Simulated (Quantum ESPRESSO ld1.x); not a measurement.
Task: Bi XVI, 68 electrons, occupied as [Xe] 4f14. Calculated with ld1.x of Quantum ESPRESSO 7.5: scalar-relativistic Kohn-Sham, LDA (Slater exchange, VWN5 correlation), spin-polarised, spherical densities, point nucleus. Some entries of the table are withheld. Estimate them.

orbital  occ.  eigenvalue (hartree)  <1/r> (bohr^-1)
1s          2              -3341.37            103.3
2s          2              -609.604            24.27
2p          6              -523.185            21.22
3s          2                   (1)            8.992
3p          6              -130.776            8.110
3d         10                   (2)            7.607
4s          2                   (3)            3.888
4p          6              -35.8665              (4)
4d         10                   (5)            3.147
4f         14              -16.3997            2.782
5s          2              -16.0138            1.742
5p          6              -13.4814            1.551
5d          0                   (6)            1.338
6s          0              -8.18145           0.9516

Result: 
(1) 3s eigenvalue (hartree): -155.460
(2) 3d eigenvalue (hartree): -106.007
(3) 4s eigenvalue (hartree): -43.9753
(4) 4p <1/r> (bohr^-1): 3.490
(5) 4d eigenvalue (hartree): -26.6121
(6) 5d eigenvalue (hartree): -10.4461
